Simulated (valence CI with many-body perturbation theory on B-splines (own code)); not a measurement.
## Tl XXXII: key properties

Level of theory: relativistic CI+MBPT: four valence electrons over a frozen Dirac-Fock core [Kr] 4d10, radial functions for each j: 7 s, 7 p, 7 d, 7 f, 4 g, 2 h, with the one-electron correlation potential Σ1, the two-electron term Σ2, the three-electron term Σ3, Breit, model QED; selected CI, second order for the rest, scaled by the run's own slope (own B-spline code, finite nucleus).

No measured spectrum was set against this ion. As an estimate, large intervals hold to a few tenths of a per cent, small ones and those within an open d or f shell to about a per cent. Excitations out of the core, of the other parity, are not computed and may begin above about 195 eV (a cautious bound); beyond it only levels of the ground parity were kept, without lifetimes.

Levels are named by their leading jj configuration (3d3/2^4 stands for four electrons in 3d with j = 3/2), which in mixed levels can hold well under half, so a name can repeat and another be missing.

Rates and lifetimes use the calculated energies. Strong lines usually hold to 10 to 20 %, long lifetimes can be off by a factor of two.

(1) What is the ground level?

(2) What is the ionisation energy?

(3) Where does the other parity begin?

(4) How well does LS coupling describe the low levels?

(5) Name the longest-lived excited levels whose lifetime is computed, and their main decay.

## Answers

(1) (4f5/2^4) J=4, composition 67 % 4f⁴ ⁵I + 26 % 4f⁴ ³H + 3 % 4f⁴ ¹G, g = 0.678.

(2) 1154.2 eV; NIST lists 1170 ± 60 eV (theoretical).

(3) At (4f5/2^3 5s) J=4, 190.55 eV.

(4) Among the lowest 20 levels the leading LS term, summed over configurations, holds 50 % on average. For single configurations the figures are 50 % in LS and 76 % in jj coupling. Terms mix most in the J = 4 level at 7.55 eV, where the leading one holds 26 %.

(5) (4f5/2^4) J=2 at 4.94 eV lives 32.4 s, mostly by E2 to (4f5/2^4) J=4; (4f5/2^4) J=0 at 12.95 eV lives 316 ms, mostly by E2 to (4f5/2^4) J=2; (4f5/2^3 4f7/2) J=8 at 9.11 eV lives 90.7 ms, mostly by M1 to (4f5/2^3 4f7/2) J=7.
